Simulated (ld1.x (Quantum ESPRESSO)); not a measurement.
**Configuration tests for nitrogen (ultrasoft)**

| Property | Result |
| --- | --- |
| Element | nitrogen (N) |
| Generator | ld1.x (Quantum ESPRESSO) 7.5 |
| Type | ultrasoft |
| Functional | BP86 |
| Relativity | non-relativistic |
| Frozen core | [He] |
| Valence charge | 5 |
| Reference configuration | 2s1.5 2p3.5 |
| Partial waves | 2s (bound): rcut 0.85, rcutus 1.05 bohr; 2s channel at 2.55 Ry: rcut 0.85, rcutus 1.05 bohr; 2p (bound): rcut 0.92, rcutus 0.98 bohr; 2p channel at 4.55 Ry: rcut 0.92, rcutus 0.98 bohr |
| Local potential | all-electron potential smoothed inside 1.15 bohr (lloc = -2) |
| Core correction | none |
| Augmentation charge | built from norm-conserving waves at rcut, not smoothed further |

Energies are relative to the spin-unpolarised reference configuration 2s1.5 2p3.5; without spin polarisation the order of configurations can differ from experiment.

```
valence configuration  charge  ΔE all-electron (eV)  error AE − PS (meV)
              2s2 2p3       0                -5.737                 +2.4
              2s2 2p1      +2                36.877                  +46
              2s1 2p4       0                 5.742                 +2.5
            2s2 2p2.5    +0.5                -0.594                 +4.2
              2s1 2p0      +4               161.834                 +459
              2s1 2p3      +1                19.714                 +1.3
```

Problem. What are ΔE and the potential's error for 2s2 2p2?

Solution. ΔE = 7.949 eV all-electron; the error (AE − PS) is +8.6 meV.

ld1.x printed “convergence not achieved” for 7 of the counted tests; their residual had stalled under 1e-8, short of the target of 1e-14.
